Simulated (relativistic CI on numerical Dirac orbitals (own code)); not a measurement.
Method of calculation: Dirac-Coulomb-Breit CI, KLI orbitals optimised for each configuration, QED by a radiative potential, unscaled Slater integrals (own radial code, finite nucleus).

Configurations in the expansion (outside the closed core 1s2): 2s2.2p4, 2s.2p5, 2p6, 2p5.3s, 2p5.3p, 2p5.3d, 2s2.2p3.3s, 2s2.2p3.3p, 2s2.2p3.3d, 2s.2p4.3s, 2s.2p4.3p, 2s.2p4.3d, 2s2.2p3.4s, 2s2.2p3.4p, 2s2.2p3.4d, 2s2.2p3.4f, 2s2.2p2.3s2, 2s.2p4.4s, 2s.2p4.4p, 2s2.2p2.3s.3p, 2s.2p4.4d, 2s.2p4.4f, 2s2.2p3.5s, 2s2.2p3.5p, 2s2.2p2.3s.3d, 2s2.2p2.3p2, 2s2.2p3.5d, 2s2.2p3.5f, 2s2.2p3.5g, 2s2.2p2.3p.3d, 2s.2p3.3s2, 2s2.2p2.3d2, 2s.2p3.3s.3p, 2s.2p3.3s.3d, 2s.2p3.3p2, 2s.2p4.5s. Levels of other configurations are missing.

At this charge energies of transitions that change n are usually good to better than 1 %, and those within a shell (Δn = 0) to a few per cent.

Outline of the computed level scheme of Er LXI. Lowest level of each configuration: 2s2.2p4 3P_2 at 0.00 eV; 2s.2p5 3P°_2 at 1308.93 eV; 2p6 1S_0 at 2729.97 eV; 2s2.2p3.3s 3P°_2 at 7260.42 eV; 2s2.2p3.3p 3P_1 at 7367.85 eV; 2s2.2p3.3d 3D°_2 at 7747.93 eV; 2s.2p4.3s 5P_3 at 8496.34 eV.

Some strong electric-dipole decays among the lowest 45 levels: 2s2.2p3.3d 3D°_3 → 2s2.2p4 3P_2 (1.6e+15 s⁻¹); 2s2.2p3.3d 3D°_1 → 2s2.2p4 1S_0 (9.9e+14 s⁻¹); 2s2.2p3.3d 3D°_2 → 2s2.2p4 3P_2 (7.2e+14 s⁻¹); 2s2.2p3.3d 3D°_1 → 2s2.2p4 3P_2 (1.9e+14 s⁻¹); 2s2.2p3.3s 1D°_2 → 2s2.2p4 1D_2 (1.4e+14 s⁻¹); 2s2.2p3.3s 3S°_1 → 2s2.2p4 3P_1 (1.3e+14 s⁻¹); 2s.2p4.3s 3P_2 → 2s.2p5 3P°_2 (1.3e+14 s⁻¹); 2s2.2p3.3s 1P°_1 → 2s2.2p4 3P_2 (1.3e+14 s⁻¹).

LS names give the leading component of a level, which can be under half, so a name can repeat, a term be missing and a line seem to break the LS rules.
